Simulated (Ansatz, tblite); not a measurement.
Removing and adding an electron: the cluster K3Na3. Total charge 0; singlet. Geometry: r2SCAN/def2-SVP. Ansatz, gas phase; energy differences of separate SCF runs; the oxidised species was run as a doublet alone; the reduced species was run as a doublet alone.

```xyz
6

Na    2.155   -2.527   -0.760
Na   -0.368   -0.157   -0.530
Na   -0.461    3.320   -0.645
K    -1.210   -3.104    1.855
K     2.971    1.369   -1.865
K    -3.087    1.099    1.945
```

The xTB rows come from tblite. HOMO above LUMO, or a gap near zero within one spin, warns that the state may not be the lowest or that an electron is smeared out. The structure comes from a short search, and lower isomers may exist.

Task: Estimate orbital energies and vertical ionisation energies and electron affinities at: GFN1-xTB; GFN2-xTB; PBE/def2-TZVP; PBE/def2-TZVPD; r2SCAN/def2-TZVP; PBE0/def2-TZVP; PBE0/def2-TZVPD.

Result: 
```json
{"level": "GFN1-xTB", "−HOMO (eV)": "9.67", "vertical IE (eV)": "10.67", "−LUMO (eV)": "8.30", "vertical EA (eV)": "7.58", "HOMO–LUMO gap (eV)": "1.37", "IE − EA (eV)": "3.10", "remarks": "–"}
{"level": "GFN2-xTB", "−HOMO (eV)": "4.40", "vertical IE (eV)": "6.21", "−LUMO (eV)": "3.64", "vertical EA (eV)": "1.70", "HOMO–LUMO gap (eV)": "0.76", "IE − EA (eV)": "4.51", "remarks": "–"}
{"level": "PBE/def2-TZVP", "−HOMO (eV)": "2.52", "vertical IE (eV)": "3.78", "−LUMO (eV)": "1.68", "vertical EA (eV)": "–", "HOMO–LUMO gap (eV)": "0.84", "IE − EA (eV)": "–", "remarks": "restricted SCF unstable in HF (singlet)"}
{"level": "PBE/def2-TZVPD", "−HOMO (eV)": "2.52", "vertical IE (eV)": "–", "−LUMO (eV)": "1.68", "vertical EA (eV)": "0.68", "HOMO–LUMO gap (eV)": "0.84", "IE − EA (eV)": "–", "remarks": "HOMO above zero (-1 doublet), gap within one spin near zero (-1 doublet), restricted SCF unstable in HF (singlet)"}
{"level": "r2SCAN/def2-TZVP", "−HOMO (eV)": "2.45", "vertical IE (eV)": "3.49", "−LUMO (eV)": "1.54", "vertical EA (eV)": "–", "HOMO–LUMO gap (eV)": "0.91", "IE − EA (eV)": "–", "remarks": "restricted SCF unstable in HF (singlet), spin-contaminated (⟨S²⟩ 1.01) (+1 doublet)"}
{"level": "PBE0/def2-TZVP", "−HOMO (eV)": "2.82", "vertical IE (eV)": "3.66", "−LUMO (eV)": "1.28", "vertical EA (eV)": "–", "HOMO–LUMO gap (eV)": "1.54", "IE − EA (eV)": "–", "remarks": "restricted SCF unstable in HF (singlet), spin-contaminated (⟨S²⟩ 0.83) (+1 doublet)"}
{"level": "PBE0/def2-TZVPD", "−HOMO (eV)": "2.82", "vertical IE (eV)": "–", "−LUMO (eV)": "1.29", "vertical EA (eV)": "0.65", "HOMO–LUMO gap (eV)": "1.53", "IE − EA (eV)": "–", "remarks": "HOMO above zero (-1 doublet), restricted SCF unstable in HF (singlet)"}
```

Run but left out: HF/def2-SVP (singlet: restricted singlet, unstable towards broken spin symmetry); MP2/def2-SVP, CCSD/def2-SVP, CCSD(T)/def2-SVP (charge +1 doublet: ⟨S²⟩ 1.64, where a pure state has 0.75); r2SCAN/def2-TZVPD (charge -1 doublet: ⟨S²⟩ 1.15, where a pure state has 0.75).   A HOMO above zero means that the electron is unbound at that level or that self-interaction error raises the level; the energy of removing that electron tells which. Raw xTB energy differences between charge states are shifted by several eV; the methods need an empirical correction for them.
